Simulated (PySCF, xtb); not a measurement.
C2H7O, SMILES C(C)[OH2+], charge +1.

Harmonic wavenumbers (cm⁻¹) from GFN2-xTB (xtb) at its own minimum, in rising order: 221, 246, 380, 811, 817, 892, 904, 999, 1118, 1166, 1209, 1269, 1392, 1411, 1434, 1462, 1470, 3024, 3027, 3049, 3055, 3074, 3236, 3246.

Q: What does B3LYP-D3(BJ)/def2-TZVP in PySCF give at its own minimum? (An estimate is asked for; the answer gives what the named calculation found.)

A: 176, 264, 368, 643, 711, 799, 915, 951, 1119, 1224, 1315, 1382, 1421, 1477, 1493, 1501, 1664, 3040, 3101, 3123, 3123, 3191, 3630, 3711. Paired by order, the mean absolute difference is 99 cm⁻¹ and the zero-point energies are 55.6 and 57.7 kcal/mol.
